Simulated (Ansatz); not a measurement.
This singlet lies 1.84 eV below the relaxed triplet at the level frozen-core CCSD(T)/aug-cc-pVDZ // PBE0-D3(BJ)/def2-TZVPD (Ansatz, a first-principles code).

Species: CHAlNO, SMILES `[C-]#[N+][Al-][OH]` (lower singlet) (charge -1, multiplicity 1).

**Question.** Give a relaxed geometry from Ansatz with PBE0-D3(BJ)/def2-TZVPD.

**Answer.** This is not unique; one that fits is the end point of this relaxation, one of several conformers (outside a Z-matrix the atoms follow the SMILES, hydrogens last).
Bonded distances (Å): C1–N2 1.169, N2–Al3 1.993, Al3–O4 1.769, O4–H5 0.960. Angles (°): C1–N2–Al3 172.5, N2–Al3–O4 95.2, Al3–O4–H5 114.6.
